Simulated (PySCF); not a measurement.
## M06-2X on Ne²⁺ (neon, charge +2)

Configuration: [He] 2s2 2p4, high-spin 3P determinant. All numbers are calculated (PySCF 2.14, the spin-free X2C one-electron Hamiltonian (Gaussian nucleus), in cc-pVDZ-DK (3s2p1d, 14 functions)).

```json
{
 "Total energy": "-126.7233 hartree",
 "One-electron energy": "-166.5411 hartree",
 "Hartree (Coulomb) energy": "51.1791 hartree",
 "Exchange-correlation energy": "-11.3613 hartree",
 "⟨S²⟩": "2.0014",
 "⟨L²⟩": "2.002",
 "Sum of ⟨r⟩": "5.241 bohr",
 "Sum of ⟨r²⟩": "5.134 bohr²",
 "Traceless quadrupole moment −½Σ⟨3z² − r²⟩ along its main axis": "-0.362 e·bohr²",
 "Langevin diamagnetic susceptibility": "-4.07 ×10⁻⁶ cm³/mol",
 "Time after the integrals": "0.14 s of wall time on 1 thread of Neoverse-V1 (shared host)"
}
```

```csv
shell,electrons,mean orbital energy (hartree),spread (hartree),"rms radius, mean of both spins (bohr)"
1s α,1,-33.55548,0,0.183
1s β,1,-33.47723,0,0.183
2s α,1,-3.26877,0,0.920
2s β,1,-3.00391,0,0.920
2p α,3,-2.33424,0.10865,0.918
2p β,1,-2.15593,0,0.918
```
